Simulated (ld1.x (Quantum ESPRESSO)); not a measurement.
## Before and after: ultrasoft potential for chlorine

chlorine, ultrasoft, made with ld1.x (Quantum ESPRESSO) 7.5 (revPBE, non-relativistic). Core [Ne], reference 3s2 3p5. Waves: 3s (bound): rcut 1.00, rcutus 1.10 bohr; 3s channel at -0.65 Ry: rcut 1.00, rcutus 1.10 bohr; 3p (bound): rcut 0.90, rcutus 1.25 bohr; 3p channel at 1.05 Ry: rcut 0.90, rcutus 1.25 bohr; 3d channel at -0.15 Ry: rcut 0.65, rcutus 0.85 bohr; 3d channel at 2.45 Ry: rcut 0.65, rcutus 0.85 bohr. Local part: all-electron potential smoothed inside 1.20 bohr (lloc = -1). Core correction: Bessel-smoothed model core, default radius (core density twice the valence density). Augmentation charge: PSQ, inside the norm-conserving radii.

All-electron outer shells of the reference configuration (revPBE, non-relativistic, ld1.x):

| shell | level (eV) | outermost node (bohr) | outermost maximum (bohr) |
| --- | --- | --- | --- |
| 2p | -191.51 | – | 0.30 |
| 3s | -20.51 | 0.56 | 1.29 |
| 3p | -8.57 | 0.53 | 1.43 |

Change: waves 3p (bound): rcut 0.90, rcutus 1.92 bohr; 3p channel at 1.05 Ry: rcut 0.90, rcutus 1.92 bohr.

Cutoffs: the cutoffs (Ry, on a coarse ladder) from which the occupation-weighted sum of valence levels, in a spherical-Bessel basis at the reference potential, stays within 10 and 1 mRy of its value at 400 Ry; they do not see the model core or the augmentation charge, which bear on the density cutoff. Errors are all-electron minus pseudo energies relative to the spin-unpolarised reference configuration.

Problem. How do hardness, ghosts and transferability respond?

Solution. The potential gets softer (35 Ry and 70 Ry → 35 Ry and 60 Ry); both files keep a bound ghost (s); of the 7 tests that both files solve, the error grows in 5 and shrinks in 0 by more than 15 % and 0.3 meV (median size 0.4 → 1.8 meV). A larger radius leaves more room for a smooth pseudo-wave, so fewer plane waves are needed. More of the atom is replaced by a form fitted at one configuration, so other configurations suffer.

| quantity | base | changed |
| --- | --- | --- |
| cutoff, loose | 35 Ry | 35 Ry |
| cutoff, tight | 70 Ry | 60 Ry |
| bound ghosts | s | s |
| error for 3s2 3p4, meV [ΔE 13.86 eV] | +0.1 | +0.4 |
| error for 3s2 3p3, meV [ΔE 39.30 eV] | +0.4 | +2.9 |
| error for 3s2 3p2, meV [ΔE 77.59 eV] | -0.6 | +9.7 |
| error for 3s2 3p4.5, meV [ΔE 5.57 eV] | 0.0 | +0.1 |
| error for 3s1 3p6, meV [ΔE 11.99 eV] | -1.2 | -1.8 |
| error for 3s2 3p5.3, meV [ΔE -2.13 eV] | 0.0 | 0.0 |
| error for 3s2 3p1, meV [ΔE 129.80 eV] | -7.2 | +20 |
| lowest overlap eigenvalue by channel | s 0.61, p 0.74, d 0.93 | s 0.61, p 0.77, d 0.93 |

 A true bound ghost makes a file unfit for plane-wave use even where its test errors are small: the radial tests pick states by their node count and pass the ghost by.
